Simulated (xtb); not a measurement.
H$_{8}$LiO$_{4}$ (SMILES [OH2]->[Li+](<-[OH2])(<-[OH2])<-[OH2]), charge +1, singlet, from a rough starting geometry (GFN-xTB shapes and energies of metal compounds can be far from the true ones); xtb 6.7.1 with GFN2-xTB.

Here is a job for xtb.
```
$ xtb mol.xyz --gfn 2 --chrg 1 --opt vtight --json

# file mol.xyz
13

Li    -0.00471253     0.00187297    -0.05131619
O      1.61633330    -0.39070223    -1.02748474
H      2.04577713     0.22781482    -1.66304742
H      1.96970358    -1.19137764    -1.01704338
O      0.38786792     0.36668000     1.78714124
H      0.95283238     1.13251869     2.08252367
H      0.25787182    -0.13454198     2.61407799
O     -0.85211840     1.52672901    -0.69658326
H     -0.66906355     1.99632390    -1.46535884
H     -1.63229554     1.89888762    -0.35975971
O     -1.17187390    -1.47166010     0.01271135
H     -1.95899722    -1.56208341     0.40042498
H     -1.05001065    -2.22158190    -0.58917247
```

The log (banner, timings and long lists left out):

```
   ID    Z sym.   atoms
    1    3 Li     1
    2    8 O      2, 5, 8, 11
    3    1 H      3, 4, 6, 7, 9, 10, 12, 13

           -------------------------------------------------
          |                Calculation Setup                |
           -------------------------------------------------

           -------------------------------------------------
          |                 G F N 2 - x T B                 |
           -------------------------------------------------

          ...................................................
          :                      SETUP                      :
          :.................................................:
          :  # basis functions                  28          :
          :  # atomic orbitals                  28          :
          :  # shells                           18          :
          :  # electrons                        32          :
          :  max. iterations                   250          :
          :  Hamiltonian                  GFN2-xTB          :
          :  restarted?                      false          :
          :  GBSA solvation                  false          :
          :  PC potential                    false          :
          :  electronic temp.          300.0000000     K    :
          :  accuracy                    1.0000000          :
          :  -> integral cutoff          0.2500000E+02      :
          :  -> integral neglect         0.1000000E-07      :
          :  -> SCF convergence          0.1000000E-05 Eh   :
          :  -> wf. convergence          0.1000000E-03 e    :
          :  Broyden damping             0.4000000          :
          :  net charge                          1          :
          :  unpaired electrons                  0          :
          ...................................................

 iter      E             dE          RMSdq      gap      omega  full diag
   1    -20.4765909 -0.204766E+02  0.438E+00    9.59       0.0  T
   2    -20.4825926 -0.600177E-02  0.252E+00    9.57       1.0  T
   3    -20.4833999 -0.807214E-03  0.374E-01    9.33       1.0  T
   4    -20.4836973 -0.297447E-03  0.533E-02    9.46       1.0  T
   5    -20.4837082 -0.109213E-04  0.130E-02    9.43       2.1  T
   6    -20.4837083 -0.666282E-07  0.420E-03    9.42       6.6  T
   7    -20.4837083 -0.316131E-07  0.301E-04    9.42      92.0  T
   8    -20.4837083 -0.135397E-09  0.124E-04    9.42     224.5  T

   *** convergence criteria satisfied after 8 iterations ***

         :::::::::::::::::::::::::::::::::::::::::::::::::::::
         ::                     SUMMARY                     ::
         :::::::::::::::::::::::::::::::::::::::::::::::::::::
         :: total energy             -20.298936164023 Eh    ::
         :: gradient norm              0.227851058504 Eh/a0 ::
         :: HOMO-LUMO gap              9.423338102204 eV    ::
         ::.................................................::
         :: SCC energy               -20.483679746171 Eh    ::
         :: -> isotropic ES            0.172620902954 Eh    ::
         :: -> anisotropic ES         -0.002324190327 Eh    ::
         :: -> anisotropic XC         -0.002607169760 Eh    ::
         :: -> dispersion             -0.003639526502 Eh    ::
         :: repulsion energy           0.184743582149 Eh    ::
         :: add. restraining           0.000000000000 Eh    ::
         :: total charge               1.000000000000 e     ::
         :::::::::::::::::::::::::::::::::::::::::::::::::::::

      -----------------------------------------------------------
     |                   =====================                   |
     |                        A N C O P T                        |
     |                   =====================                   |
     |               Approximate Normal Coordinate               |
     |                Rational Function Optimizer                |
      -----------------------------------------------------------
      -----------------------------------------------------------
     |                   =====================                   |
     |                        A N C O P T                        |
     |                   =====================                   |
     |               Approximate Normal Coordinate               |
     |                Rational Function Optimizer                |
      -----------------------------------------------------------

          ...................................................
          :                      SETUP                      :
          :.................................................:
          :   optimization level         verytight          :
          :   max. optcycles                   260          :
          :   ANC micro-cycles                  20          :
          :   degrees of freedom                33          :
          :.................................................:
          :   RF solver                   davidson          :
          :   write xtbopt.log                true          :
          :   linear?                        false          :
          :   energy convergence         0.1000000E-06 Eh   :
          :   grad. convergence          0.2000000E-03 Eh/α :
          :   maxmium RF displ.          1.0000000          :
          :   Hlow (freq-cutoff)         0.1000000E-01      :
          :   Hmax (freq-cutoff)         5.0000000          :
          :   S6 in model hess.         20.0000000          :
          ...................................................

generating ANC from exact Hessian ...
Using Lindh-Hessian (1995)
 Shifting diagonal of input Hessian by    9.4229694928906951E-003
 Lowest  eigenvalues of input Hessian
    0.000000    0.000000    0.000000    0.000000    0.000000    0.000000
    0.010000    0.010333    0.010604    0.010790    0.011026    0.011100
    0.011247    0.011337    0.011473    0.018144    0.019534    0.021292
 Highest eigenvalues
[...]
 * total energy  :   -20.3196404 Eh     change       -0.4303674E-06 Eh
 * total energy  :   -20.3196408 Eh     change       -0.3646743E-06 Eh
 * total energy  :   -20.3196411 Eh     change       -0.2709728E-06 Eh
 * total energy  :   -20.3196413 Eh     change       -0.2388065E-06 Eh
 * total energy  :   -20.3196415 Eh     change       -0.2354711E-06 Eh
 * total energy  :   -20.3196418 Eh     change       -0.2206010E-06 Eh
 * total energy  :   -20.3196419 Eh     change       -0.1847849E-06 Eh
 * total energy  :   -20.3196421 Eh     change       -0.1587700E-06 Eh
 * total energy  :   -20.3196422 Eh     change       -0.1454565E-06 Eh
 * total energy  :   -20.3196424 Eh     change       -0.1316500E-06 Eh
 * total energy  :   -20.3196425 Eh     change       -0.1078178E-06 Eh
 * total energy  :   -20.3196426 Eh     change       -0.7983024E-07 Eh
   *** GEOMETRY OPTIMIZATION CONVERGED AFTER 85 ITERATIONS ***
         :: total energy             -20.319642567286 Eh    ::
[...]
         :: SCC energy               -20.466339471476 Eh    ::
         :: -> isotropic ES            0.172446235754 Eh    ::
         :: -> anisotropic ES         -0.002317800665 Eh    ::
         :: -> anisotropic XC         -0.001569988282 Eh    ::
         :: -> dispersion             -0.003663436394 Eh    ::
         :: repulsion energy           0.146696904191 Eh    ::
         :: add. restraining           0.000000000000 Eh    ::
         :: total charge               1.000000000000 e     ::
         :::::::::::::::::::::::::::::::::::::::::::::::::::::

           -------------------------------------------------
          |                Property Printout                |
           -------------------------------------------------

    * Orbital Energies and Occupations

         #    Occupation            Energy/Eh            Energy/eV
      -------------------------------------------------------------
         1        2.0000           -0.8304067             -22.5965
       ...           ...                  ...                  ...
         4        2.0000           -0.8303627             -22.5953
         5        2.0000           -0.7125728             -19.3901
         6        2.0000           -0.7110079             -19.3475
         7        2.0000           -0.7110004             -19.3473
         8        2.0000           -0.7099826             -19.3196
         9        2.0000           -0.6844281             -18.6242
        10        2.0000           -0.6666366             -18.1401
        11        2.0000           -0.6666228             -18.1397
        12        2.0000           -0.6665418             -18.1375
        13        2.0000           -0.6097468             -16.5921
        14        2.0000           -0.6066838             -16.5087
        15        2.0000           -0.6066687             -16.5083
        16        2.0000           -0.6049613             -16.4618 (HOMO)
        17                         -0.2531959              -6.8898 (LUMO)
        18                         -0.1227524              -3.3403
        19                         -0.1226767              -3.3382
        20                         -0.1220445              -3.3210
        21                          0.1054775               2.8702
        22                          0.1065932               2.9005
        23                          0.1066155               2.9012
        24                          0.1113360               3.0296
        25                          0.2204298               5.9982
        26                          0.3693908              10.0516
        27                          0.3703260              10.0771
        28                          0.3743760              10.1873
      -------------------------------------------------------------
                  HL-Gap            0.3517654 Eh            9.5720 eV
             Fermi-level           -0.4290786 Eh          -11.6758 eV

     #   Z          covCN         q      C6AA      α(0)
     1   3 Li       2.644     0.635    25.084    14.882
     2   8 O        2.268    -0.558    24.109     6.632
     3   1 H        0.807     0.325     0.651     1.267
     4   1 H        0.807     0.324     0.652     1.268
     5   8 O        2.268    -0.558    24.109     6.631
     6   1 H        0.807     0.324     0.652     1.268
     7   1 H        0.807     0.325     0.651     1.267
     8   8 O        2.268    -0.558    24.110     6.632
     9   1 H        0.807     0.324     0.652     1.268
    10   1 H        0.807     0.325     0.651     1.267
    11   8 O        2.268    -0.558    24.109     6.631
    12   1 H        0.807     0.324     0.652     1.268
    13   1 H        0.807     0.325     0.651     1.267

 Mol. C6AA /au·bohr⁶  :        882.098141
 Mol. C8AA /au·bohr⁸  :      20694.794090
 Mol. α(0) /au        :         51.548328

Wiberg/Mayer (AO) data.
largest (>0.10) Wiberg bond orders for each atom

 ---------------------------------------------------------------------------
     #   Z sym  total        # sym  WBO       # sym  WBO       # sym  WBO
 ---------------------------------------------------------------------------
     1   3 Li   0.695 --     2 O    0.175     5 O    0.175    11 O    0.175
                             8 O    0.175
     2   8 O    1.969 --     4 H    0.895     3 H    0.894     1 Li   0.175
     3   1 H    0.895 --     2 O    0.894
     4   1 H    0.895 --     2 O    0.895
     5   8 O    1.969 --     6 H    0.895     7 H    0.894     1 Li   0.175
     6   1 H    0.895 --     5 O    0.895
     7   1 H    0.895 --     5 O    0.894
     8   8 O    1.969 --     9 H    0.895    10 H    0.894     1 Li   0.175
     9   1 H    0.895 --     8 O    0.895
    10   1 H    0.895 --     8 O    0.894
    11   8 O    1.969 --    12 H    0.895    13 H    0.894     1 Li   0.175
    12   1 H    0.895 --    11 O    0.895
    13   1 H    0.895 --    11 O    0.894
 ---------------------------------------------------------------------------

Topologies differ in total number of bonds
Writing topology from bond orders to xtbtopo.mol

molecular dipole:
                 x           y           z       tot (Debye)
 q only:       -0.016       0.026       0.004
   full:       -0.017       0.026       0.004       0.078
molecular quadrupole (traceless):
                xx          xy          yy          xz          yz          zz
 q only:        0.213       0.010      -0.134       0.124      -0.007      -0.079
  q+dip:        0.289       0.012      -0.182       0.169      -0.009      -0.107
   full:        0.284       0.015      -0.177       0.162      -0.009      -0.107

optimized geometry written to: xtbopt.xyz

           -------------------------------------------------
          | TOTAL ENERGY              -20.319642567286 Eh   |
          | GRADIENT NORM               0.000024770255 Eh/α |
          | HOMO-LUMO GAP               9.572024426782 eV   |
           -------------------------------------------------
```
